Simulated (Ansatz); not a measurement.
`[CH3][W]([CH3])(=[O])=[O]`. Total charge 0; spin multiplicity 1. W: def2 effective core potential. All single points use the PBE0-D4/def2-TZVP geometry.

```xyz
11

C    -0.989   -1.490   -0.143
W     0.726   -0.263   -0.186
C     0.299    1.740    0.319
O     1.856   -0.873    0.930
O     1.377   -0.297   -1.758
H    -1.725   -1.116   -0.863
H    -0.761   -2.528   -0.396
H    -1.424   -1.472    0.863
H     1.189    2.373    0.290
H    -0.432    2.146   -0.389
H    -0.116    1.781    1.332
```

Question: What is the dipole moment at r2SCAN/def2-TZVPP? (Estimate.)

Answer: Ansatz gave: 3.73 D, with components (-3.41, 1.23, 0.87) D in this frame, pointing from negative to positive charge.

Question: And with PBE, B3LYP, ωB97M-V? (An estimate is asked.)

Answer: Computed: PBE 3.55 D, B3LYP 3.79 D, ωB97M-V 3.81 D.

Question: Give the Mulliken charges with r2SCAN, PBE, ωB97M-V in def2-TZVPP. (Best estimate.)

Answer: The calculation gave: 
| atom | r2SCAN | PBE | ωB97M-V |
| --- | --- | --- | --- |
| C1 | -0.44 | -0.47 | -0.58 |
| W2 | 1.10 | 0.90 | 1.09 |
| C3 | -0.44 | -0.47 | -0.58 |
| O4 | -0.40 | -0.33 | -0.38 |
| O5 | -0.40 | -0.33 | -0.38 |
| H6 | 0.09 | 0.12 | 0.14 |
| H7 | 0.10 | 0.12 | 0.15 |
| H8 | 0.09 | 0.12 | 0.14 |
| H9 | 0.10 | 0.12 | 0.15 |
| H10 | 0.09 | 0.12 | 0.14 |
| H11 | 0.09 | 0.12 | 0.14 |

B3LYP here is the variant with VWN-RPA as its local correlation; programs differ in this.
